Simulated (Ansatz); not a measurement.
Zn₁₀O₁₀. Total charge 0; singlet. Geometry r2SCAN-D4/def2-SVP, basis def2-SVP, Ansatz.

Cartesian coordinates in Å:
```
Zn 1.8033 -0.5848 -4.5650
Zn -0.3124 -2.0829 4.3808
Zn 0.3667 2.1220 -4.3662
Zn 2.3236 -4.4605 -0.2855
Zn 2.5401 -3.1423 -3.0439
Zn -1.2262 4.0250 -2.5546
Zn -2.5886 3.1034 3.0244
Zn -1.8021 0.5923 4.5911
Zn 1.2522 -3.9921 2.5505
Zn -2.3571 4.4204 0.2690
O -3.3128 3.9173 1.6504
O 1.1054 -3.0487 4.0207
O -1.0387 3.1185 -4.0433
O 1.8597 -2.3328 -4.4425
O -1.7315 -1.1461 4.8075
O 1.7782 1.1578 -4.7553
O -1.4358 4.9934 -1.1082
O 3.2589 -4.0039 -1.6965
O -1.9051 2.3366 4.4456
O 1.4224 -4.9927 1.1211
```

```tsv
run	HOMO (eV)	LUMO (eV)
A	-7.19	-1.78
B	-5.97	-2.31
C	-6.54	-2.02
D	-5.65	-2.58
```

Single mean-field runs in def2-SVP are fitted with def2-universal-jkfit. Another isomer (singlet) lies 1.11 eV lower at PBE0-D4/def2-TZVP; other spin states weren't run for this one.

Q: The runs used PBE, PBE0, r2SCAN, r2SCANh. Estimate which is which.

A: A PBE0 (25 % exact exchange); B r2SCAN (0 % exact exchange); C r2SCANh (10 % exact exchange); D PBE (0 % exact exchange). Exact exchange lowers occupied and raises empty levels; among semilocal functionals meta-GGAs tend to open the gap a little, and such runs are hard to tell apart. The gap grows from 3.07 eV (PBE) to 5.41 eV (PBE0).
